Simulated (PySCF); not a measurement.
Simulation results for CH₈BNSi, CH₄BClSi, CH₄BN, C₂H₆AlB and others

Computed with PySCF 2.14.0. Calculation on a computer-drawn molecule: the log of a Hartree-Fock and frozen-core CCSD(T) single point meant for a local Hartree-Fock minimum, with one planted fault or none, to be diagnosed. Offsets are logged minus clean, where the clean run is the same molecule without the fault. The reference is restricted for singlets and unrestricted otherwise, and also for a bond in bohr or an excited solution. Adding or removing an electron swaps singlet and doublet. The excited solution moves the top pair (singlet) or top alpha electron (doublet) to the lowest empty orbital. Highest occupied and lowest empty are orbital energies over both spins, largest force is the largest gradient component, triples share is (T) over the correlation energy, the T1 limit is 0.02 restricted and 0.045 unrestricted, electrons count all cores, a negative frequency is imaginary (commonest isotopes), and the dipole is about the centre of nuclear charge.

Common to all runs: meant multiplicity 1; logged SCF converged yes; possible faults no fault, one electron removed, one electron added, multiplicity raised by two, geometry at a saddle point, SCF held on an excited solution, minimal basis STO-3G, one bond length entered in bohr, all coordinates scaled.

(1) 
```xyz
12
formula=CH8BNSi meant_charge=0 meant_basis=cc-pV(D+d)Z logged_electrons=41 logged_basis_functions=105 logged_spin_squared=0.7596 logged_highest_occupied=1.9515 logged_lowest_empty=9.3376 logged_largest_force=0.069381 logged_T1_diagnostic=0.012863 logged_D1_diagnostic=0.047173 logged_triples_share=0.027563 logged_CC_converged=yes logged_dipole_magnitude=2.5365 logged_SCF_stable_within_its_kind=yes logged_energy_HF=-410.54204 logged_energy_CCSD(T)=-411.14427 planted_fault=one_electron_added HF_energy_offset_from_clean_run=65.67 CCSD(T)_energy_offset_from_clean_run=54.28
C     -1.6263     0.3141     0.9759
B     -1.7881     0.4444    -0.6006
N     -2.3281    -0.6067    -1.3410
Si    -1.2113     2.1511    -1.5899
H     -0.5779     0.4409     1.2684
H     -2.1821     1.1078     1.4876
H     -1.9715    -0.6465     1.3724
H     -2.4549    -0.5833    -2.3312
H     -2.6289    -1.4649    -0.9230
H     -1.9485     3.3451    -1.0934
H      0.2393     2.4263    -1.4012
H     -1.4578     2.0553    -3.0566
```

Units: logged_highest_occupied, logged_lowest_empty in eV; logged_largest_force in hartree/bohr; logged_dipole_magnitude in debye; logged_energy_HF, logged_energy_CCSD(T) in hartree; HF_energy_offset_from_clean_run, CCSD(T)_energy_offset_from_clean_run in kcal/mol.

Drawn bonds:
```csv
atom,other atom,order
1,2,1
2,3,1
2,4,1
1,5,1
1,6,1
1,7,1
3,8,1
3,9,1
4,10,1
4,11,1
4,12,1
```

Notes: highest electron not bound in this basis.

(2) 
```xyz
8
formula=CH4BClSi meant_charge=0 meant_basis=cc-pV(D+d)Z logged_electrons=46 logged_basis_functions=94 logged_spin_squared=1.0506 logged_highest_occupied=-7.8757 logged_lowest_empty=0.18999 logged_largest_force=0.018665 logged_dipole_magnitude=1.7888 logged_SCF_stable_within_its_kind=yes logged_energy_HF=-813.22745 planted_fault=one_bond_length_entered_in_bohr,row_2_of_the_drawn_bonds HF_energy_offset_from_clean_run=48.5
C     -0.3659     2.2399    -0.7767
B      0.6859     1.3423    -0.0284
Si     0.3301    -2.1116     1.6481
Cl     2.3432     2.0137     0.1958
H      0.0700     2.7248    -1.6543
H     -1.2690     1.7028    -1.0752
H     -0.6688     3.0421    -0.0909
H      0.7747    -2.8146     0.3782
```

Units: logged_highest_occupied, logged_lowest_empty in eV; logged_largest_force in hartree/bohr; logged_dipole_magnitude in debye; logged_energy_HF in hartree; HF_energy_offset_from_clean_run in kcal/mol.

Drawn bonds:
```csv
atom,other atom,order
1,2,1
2,3,1
2,4,1
1,5,1
1,6,1
1,7,1
3,8,1
```

Notes: coupled-cluster numbers left out as unreliable.

(3) 
```xyz
7
formula=CH4BN meant_charge=0 meant_basis=cc-pVDZ logged_electrons=22 logged_basis_functions=19 logged_spin_squared=0 logged_highest_occupied=-9.2351 logged_lowest_empty=11.048 logged_largest_force=0.092121 logged_T1_diagnostic=0.017619 logged_D1_diagnostic=0.049525 logged_triples_share=0.026297 logged_CC_converged=yes logged_dipole_magnitude=0.15364 logged_SCF_stable_within_its_kind=yes logged_energy_HF=-117.85226 logged_energy_CCSD(T)=-118.05733 planted_fault=minimal_basis_STO-3G HF_energy_offset_from_clean_run=945.6 CCSD(T)_energy_offset_from_clean_run=1087
C     -2.4749     0.9336    -0.9897
B     -3.0845    -0.4082    -0.5058
N     -3.5677    -1.4719    -0.1222
H     -3.0836     1.3673    -1.7856
H     -2.4232     1.6506    -0.1681
H     -1.4651     0.7801    -1.3751
H     -3.9543    -2.3229     0.1847
```

Units: logged_highest_occupied, logged_lowest_empty in eV; logged_largest_force in hartree/bohr; logged_dipole_magnitude in debye; logged_energy_HF, logged_energy_CCSD(T) in hartree; HF_energy_offset_from_clean_run, CCSD(T)_energy_offset_from_clean_run in kcal/mol.

Drawn bonds:
```csv
atom,other atom,order
1,2,1
2,3,2
1,4,1
1,5,1
1,6,1
3,7,1
```

(4) 
```xyz
10
formula=C2H6AlB meant_charge=0 meant_basis=cc-pV(D+d)Z logged_electrons=36 logged_basis_functions=95 logged_spin_squared=0.9319 logged_highest_occupied=-9.3694 logged_lowest_empty=1.5428 logged_largest_force=0.02469 logged_T1_diagnostic=0.041636 logged_D1_diagnostic=0.16633 logged_triples_share=0.038572 logged_CC_converged=yes logged_dipole_magnitude=1.8488 logged_SCF_stable_within_its_kind=yes logged_energy_HF=-345.66103 logged_energy_CCSD(T)=-346.1254 planted_fault=one_bond_length_entered_in_bohr,row_1_of_the_drawn_bonds HF_energy_offset_from_clean_run=91.67 CCSD(T)_energy_offset_from_clean_run=104.2
C     -0.4276     0.8009    -1.6719
B      1.0248    -0.9396     0.1650
C      1.5936    -1.7930     1.0914
Al     0.3015    -2.5843     2.2624
H     -1.4918     0.7556    -1.4183
H     -0.3157     0.4785    -2.7090
H     -0.1057     1.8404    -1.5830
H      2.6470    -2.0280     1.1935
H     -1.2306    -2.2100     2.0751
H      0.7230    -3.5953     3.4044
```

Units: logged_highest_occupied, logged_lowest_empty in eV; logged_largest_force in hartree/bohr; logged_dipole_magnitude in debye; logged_energy_HF, logged_energy_CCSD(T) in hartree; HF_energy_offset_from_clean_run, CCSD(T)_energy_offset_from_clean_run in kcal/mol.

Drawn bonds:
```csv
atom,other atom,order
1,2,1
2,3,2
3,4,1
1,5,1
1,6,1
1,7,1
3,8,1
4,9,1
4,10,1
```

(5) 
```xyz
8
formula=CH4AlBN meant_charge=1 meant_basis=cc-pV(D+d)Z logged_electrons=34 logged_basis_functions=85 logged_spin_squared=2.0097 logged_highest_occupied=-10.276 logged_lowest_empty=-7.1651 logged_largest_force=0.10757 logged_T1_diagnostic=0.098589 logged_D1_diagnostic=0.58452 logged_triples_share=0.029906 logged_CC_converged=yes logged_dipole_magnitude=4.0919 logged_SCF_stable_within_its_kind=yes logged_energy_HF=-360.89792 logged_energy_CCSD(T)=-361.32522 planted_fault=multiplicity_raised_by_two HF_energy_offset_from_clean_run=113.9 CCSD(T)_energy_offset_from_clean_run=134.8
C     -0.2263    -1.9162    -0.0818
B      0.4033    -0.9572     0.9280
N      0.9303    -0.1543     1.7734
Al     1.6184     0.8941     2.8776
H     -0.5929    -1.3625    -0.9487
H      0.5124    -2.6469    -0.4180
H     -1.0636    -2.4478     0.3755
H      2.2513     1.8582     3.8931
```

Units: logged_highest_occupied, logged_lowest_empty in eV; logged_largest_force in hartree/bohr; logged_dipole_magnitude in debye; logged_energy_HF, logged_energy_CCSD(T) in hartree; HF_energy_offset_from_clean_run, CCSD(T)_energy_offset_from_clean_run in kcal/mol.

Drawn bonds:
```csv
atom,other atom,order
1,2,1
2,3,2
3,4,1
1,5,1
1,6,1
1,7,1
4,8,1
```

Notes: T1 above single-reference limit.

(6) 
```xyz
9
formula=CH5B2N meant_charge=0 meant_basis=cc-pVDZ logged_electrons=28 logged_basis_functions=81 logged_spin_squared=0 logged_highest_occupied=-11.508 logged_lowest_empty=1.9206 logged_largest_force=0.067383 logged_T1_diagnostic=0.014149 logged_D1_diagnostic=0.045771 logged_triples_share=0.030599 logged_CC_converged=yes logged_dipole_magnitude=0.61593 logged_SCF_stable_within_its_kind=yes logged_energy_HF=-144.58391 logged_energy_CCSD(T)=-145.09792 planted_fault=all_coordinates_scaled,by_-4.5_% HF_energy_offset_from_clean_run=12.77 CCSD(T)_energy_offset_from_clean_run=18.88
C      0.5696    -1.2550    -3.0910
B      0.6944    -2.1459    -1.8882
B     -0.2451    -1.9864    -0.5726
N     -0.9288    -1.8677     0.3769
H     -0.3590    -0.7965    -3.2054
H      1.2711    -0.4860    -2.9339
H      0.8459    -1.7227    -3.9815
H      1.5213    -2.9415    -1.8685
H     -1.4716    -1.7793     1.1400
```

Units: logged_highest_occupied, logged_lowest_empty in eV; logged_largest_force in hartree/bohr; logged_dipole_magnitude in debye; logged_energy_HF, logged_energy_CCSD(T) in hartree; HF_energy_offset_from_clean_run, CCSD(T)_energy_offset_from_clean_run in kcal/mol.

Drawn bonds:
```csv
atom,other atom,order
1,2,1
2,3,1
3,4,2
1,5,1
1,6,1
1,7,1
2,8,1
4,9,1
```

(7) 
```xyz
12
formula=C2H8BN meant_charge=0 meant_basis=cc-pVDZ logged_electrons=32 logged_basis_functions=96 logged_spin_squared=0 logged_highest_occupied=-9.9662 logged_lowest_empty=3.0874 logged_largest_force=4.353e-05 logged_lowest_frequency=79.473 logged_T1_diagnostic=0.012594 logged_D1_diagnostic=0.053114 logged_triples_share=0.02711 logged_CC_converged=yes logged_dipole_magnitude=1.1018 logged_SCF_stable_within_its_kind=yes logged_energy_HF=-159.51896 logged_energy_CCSD(T)=-160.13734 planted_fault=no_fault HF_energy_offset_from_clean_run=0 CCSD(T)_energy_offset_from_clean_run=0
C     -1.0827     1.1910     1.7380
B     -0.6612    -0.3128     1.5149
C      0.6704    -0.7425     0.7749
N      0.2712    -0.9782    -0.6332
H     -0.8610     1.4118     2.7938
H     -2.1531     1.3711     1.6106
H     -0.5188     1.9115     1.1395
H     -1.4243    -1.1874     1.8510
H      1.4542     0.0187     0.7748
H      1.1191    -1.6637     1.1509
H     -0.4396    -1.6893    -0.6877
H     -0.1228    -0.1454    -1.0392
```

Units: logged_highest_occupied, logged_lowest_empty in eV; logged_largest_force in hartree/bohr; logged_lowest_frequency in cm⁻¹; logged_dipole_magnitude in debye; logged_energy_HF, logged_energy_CCSD(T) in hartree; HF_energy_offset_from_clean_run, CCSD(T)_energy_offset_from_clean_run in kcal/mol.

Drawn bonds:
```csv
atom,other atom,order
1,2,1
2,3,1
3,4,1
1,5,1
1,6,1
1,7,1
2,8,1
3,9,1
3,10,1
4,11,1
4,12,1
```

(8) 
```xyz
13
formula=C2H9BSi meant_charge=0 meant_basis=cc-pV(D+d)Z logged_electrons=41 logged_basis_functions=110 logged_spin_squared=0.7626 logged_highest_occupied=0.91769 logged_lowest_empty=8.6592 logged_largest_force=0.029585 logged_T1_diagnostic=0.011561 logged_D1_diagnostic=0.04602 logged_triples_share=0.028098 logged_CC_converged=yes logged_dipole_magnitude=3.7989 logged_SCF_stable_within_its_kind=yes logged_energy_HF=-394.53453 logged_energy_CCSD(T)=-395.11943 planted_fault=one_electron_added HF_energy_offset_from_clean_run=45.34 CCSD(T)_energy_offset_from_clean_run=30.45
C     -1.1361     0.4578    -1.9516
B     -0.1876    -0.5767    -1.2297
C      0.7661    -0.1981    -0.0433
Si    -0.0263    -0.5283     1.6449
H     -1.2126     1.4294    -1.4576
H     -0.7314     0.6275    -2.9596
H     -2.1417     0.0524    -2.1019
H     -0.2066    -1.7231    -1.6077
H      1.6845    -0.7958    -0.0482
H      1.0365     0.8639    -0.0433
H     -0.3584    -1.9644     1.8030
H     -1.2731     0.2586     1.8073
H      0.9150    -0.1409     2.7218
```

Units: logged_highest_occupied, logged_lowest_empty in eV; logged_largest_force in hartree/bohr; logged_dipole_magnitude in debye; logged_energy_HF, logged_energy_CCSD(T) in hartree; HF_energy_offset_from_clean_run, CCSD(T)_energy_offset_from_clean_run in kcal/mol.

Drawn bonds:
```csv
atom,other atom,order
1,2,1
2,3,1
3,4,1
1,5,1
1,6,1
1,7,1
2,8,1
3,9,1
3,10,1
4,11,1
4,12,1
4,13,1
```

Notes: highest electron not bound in this basis.

(9) 
```xyz
9
formula=CH6BN meant_charge=0 meant_basis=cc-pVDZ logged_electrons=24 logged_basis_functions=72 logged_spin_squared=2.0168 logged_highest_occupied=-3.8975 logged_lowest_empty=-1.9339 logged_largest_force=0.090907 logged_T1_diagnostic=0.03262 logged_D1_diagnostic=0.18386 logged_triples_share=0.027262 logged_CC_converged=yes logged_dipole_magnitude=1.705 logged_SCF_stable_within_its_kind=yes logged_energy_HF=-120.27329 logged_energy_CCSD(T)=-120.72948 planted_fault=multiplicity_raised_by_two HF_energy_offset_from_clean_run=175.4 CCSD(T)_energy_offset_from_clean_run=177
C     -0.2180     0.4191     1.1008
B      1.0974    -0.4633     1.1279
N      1.7812    -0.7486     2.3084
H     -0.5352     0.7754     2.0857
H     -1.0462    -0.1493     0.6630
H     -0.0745     1.2923     0.4545
H      1.5462    -0.9179     0.1041
H      1.4881    -0.4178     3.2045
H      2.6106    -1.3030     2.3367
```

Units: logged_highest_occupied, logged_lowest_empty in eV; logged_largest_force in hartree/bohr; logged_dipole_magnitude in debye; logged_energy_HF, logged_energy_CCSD(T) in hartree; HF_energy_offset_from_clean_run, CCSD(T)_energy_offset_from_clean_run in kcal/mol.

Drawn bonds:
```csv
atom,other atom,order
1,2,1
2,3,1
1,4,1
1,5,1
1,6,1
2,7,1
3,8,1
3,9,1
```

(10) 
```xyz
12
formula=CH8BNSi meant_charge=0 meant_basis=cc-pV(D+d)Z logged_electrons=40 logged_basis_functions=105 logged_spin_squared=0 logged_highest_occupied=-2.0998 logged_lowest_empty=-5.9401 logged_largest_force=0.1621 logged_CC_converged=no logged_dipole_magnitude=6.9123 logged_SCF_stable_within_its_kind=no logged_energy_HF=-409.96262 planted_fault=SCF_held_on_an_excited_solution HF_energy_offset_from_clean_run=443.7
C      0.4071    -0.0204     1.0875
B      0.1236     0.9870    -0.1012
N     -0.9598     1.8950    -0.1180
Si    -2.2112     2.1573     1.0715
H      1.4097     0.1606     1.4911
H     -0.3010     0.0196     1.9196
H      0.4173    -1.0472     0.7046
H      0.8669     0.9903    -1.0523
H     -1.0207     2.4759    -0.9334
H     -3.0867     3.2267     0.5419
H     -1.6514     2.5872     2.3715
H     -3.0171     0.9379     1.2986
```

Units: logged_highest_occupied, logged_lowest_empty in eV; logged_largest_force in hartree/bohr; logged_dipole_magnitude in debye; logged_energy_HF in hartree; HF_energy_offset_from_clean_run in kcal/mol.

Drawn bonds:
```csv
atom,other atom,order
1,2,1
2,3,1
3,4,1
1,5,1
1,6,1
1,7,1
2,8,1
3,9,1
4,10,1
4,11,1
4,12,1
```

Notes: CCSD not converged.
